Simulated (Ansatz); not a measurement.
The cluster Pb3S8. The state is a singlet with charge 0. Geometry PBE-D4/def2-SVP, loosely relaxed; atoms count from 1.

```xyz
11

Pb   -0.960   -2.137    1.653
Pb   -0.942    1.768   -1.368
Pb    2.327    1.008    0.758
S    -1.667    0.436    1.180
S    -1.889   -2.625   -0.797
S     1.583   -1.721    0.624
S     1.624    1.497   -1.621
S     1.298   -2.101   -1.450
S    -0.585    3.475    0.895
S    -0.200    1.776    2.008
S    -0.589   -1.377   -1.883
```

In the def2 sets Pb takes a core potential; there is no spin–orbit coupling. The geometry of the charge 0 singlet is only loosely relaxed. Another isomer (singlet) lies 0.37 eV lower at PBE0-D4/def2-TZVP; other spin states weren't run for this one.

(1) Estimate the Mulliken populations from the PBE0/def2-TZVP orbitals of Ansatz.

(2) And the Mayer bond orders between heavy atoms (over 0.3)?

Answers

(1) 
```
atom  charge (e)
 Pb1        0.58
 Pb2        0.60
 Pb3        0.59
  S4       -0.27
  S5       -0.30
  S6       -0.31
  S7       -0.58
  S8        0.04
  S9       -0.33
 S10       -0.01
 S11        0.00
```
Mulliken values depend strongly on the basis.

(2) Pb1–S4 0.67 (2.71 Å); Pb1–S5 0.83 (2.67 Å); Pb1–S6 0.59 (2.77 Å); Pb2–S4 0.39 (2.97 Å); Pb2–S7 0.94 (2.59 Å); Pb2–S9 0.57 (2.86 Å); Pb3–S6 0.50 (2.83 Å); Pb3–S7 1.07 (2.53 Å); Pb3–S10 0.45 (2.92 Å); S4–S10 1.01 (2.15 Å); S5–S11 1.11 (2.10 Å); S6–S8 1.07 (2.13 Å); S8–S11 1.18 (2.07 Å); S9–S10 1.19 (2.07 Å).
